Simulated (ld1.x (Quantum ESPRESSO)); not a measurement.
**u(r) = r·R(r): atom against pseudo-atom (I (Z = 53))**

Columns: radius, all-electron u(r) and pseudo u(r) of the 4d shell (level -54.81 eV) of iodine in the configuration [Kr] 4d10 5s2 5p4.5; Wu–Cohen, scalar-relativistic, TM scheme, ld1.x (Quantum ESPRESSO) 7.5.

| r (bohr) | all-electron | pseudo |
| --- | --- | --- |
| 0.098 | 0.3731 | -0.0115 |
| 0.195 | 0.6187 | -0.0837 |
| 0.292 | 0.3158 | -0.2473 |
| 0.390 | -0.1936 | -0.4906 |
| 0.488 | -0.6452 | -0.7577 |
| 0.585 | -0.9463 | -0.9806 |
| 0.682 | -1.1019 | -1.1179 |
| 0.780 | -1.1446 | -1.1598 |
| 0.878 | -1.1109 | -1.1238 |
| 0.975 | -1.0337 | -1.0412 |
| 1.072 | -0.9349 | -0.9376 |
| 1.170 | -0.8276 | -0.8280 |
| 1.268 | -0.7219 | -0.7219 |
| 1.365 | -0.6238 | -0.6238 |
| 1.463 | -0.5338 | -0.5338 |
| 1.560 | -0.4548 | -0.4548 |
| 1.658 | -0.3849 | -0.3849 |
| 1.755 | -0.3251 | -0.3251 |
| 1.852 | -0.2736 | -0.2736 |
| 1.950 | -0.2293 | -0.2293 |
| 2.047 | -0.1921 | -0.1921 |
| 2.145 | -0.1604 | -0.1604 |
| 2.242 | -0.1339 | -0.1339 |
| 2.340 | -0.1115 | -0.1115 |
| 2.438 | -0.0926 | -0.0926 |
| 2.535 | -0.0771 | -0.0771 |

(1) How many radial nodes do the two functions have?

(2) At about which radius was the pseudo-wave matched?

(3) Is the pseudo-wave norm-conserving?

## Answers

(1) The all-electron 4d function has n − l − 1 = 1; the pseudo-wave has 0, since the states of the same l below it are removed with the core.

(2) 1.35 bohr. The columns agree to 0.0005 from 1.17 bohr on; several derivatives are matched, so the curves merge somewhat inside the radius.

(3) Yes: the TM scheme keeps the norm inside the radius equal to the all-electron one, which fixes the energy derivative of the logarithmic derivative at the level.
